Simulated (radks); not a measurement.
The numbers below are computed, except where a source is named.
Numerical settings for the selenium ion Se+, [Ar] 3d10 4s2 4p3. Code: a radial shooting solver on a logarithmic mesh with Libxc functionals. Model: Dirac Kohn-Sham, PBEsol, spin-unpolarised, spherical densities, finite nucleus; open shells fill j = l - 1/2 first; Fermi nuclear charge, rms radius 4.14 fm. The defaults (mesh step 0.008 in ln r, mesh end at 40 bohr or more with all orbitals vanishing there, Anderson mixing 0.5 over 9 steps, residual threshold near 1e-9 with the energy settled to 1e-9 hartree or 1e-11 of itself, here a cap of 87 iterations) give E = -2428.0494 hartree and 4p3/2 at -15.201 eV in 14 iterations. Times are rough (one thread of a shared host). Changes against that run (0 stands for a change within the tolerance of the run):

setting	iterations	converged	E (mhartree)	e(4p3/2) (meV)	CPU (s)
mesh step in ln r 0.012	14	yes	0	0	0.1
mesh step in ln r 0.03	14	yes	+0.000129	0	0.05
mesh step in ln r 0.05	14	yes	-0.000113	-0.00463	0.04
mesh end (bohr) 12	14	yes	0	+0.00509	0.12
mesh end (bohr) 3	14	yes	+961	+1.22e+04	0.12
residual threshold 0.1	10	yes	0	-0.0131	0.11
residual threshold 1e-05	10	yes	0	-0.0131	0.11
mixing 2.5	15	yes	0	0	0.14
linear mixing, mixing 0.5	30	yes	0	0	0.21
linear mixing, mixing 0.8	85	yes	0	0	0.59
mixing history 3	16	yes	0	0	0.14
iteration cap 8	8	no	0	-1.21	0.08

Settings that end as converged yet miss the energy by more than 1 mhartree: mesh end (bohr) 3 (+0.961 hartree). A mesh that ends early acts as a hard wall.
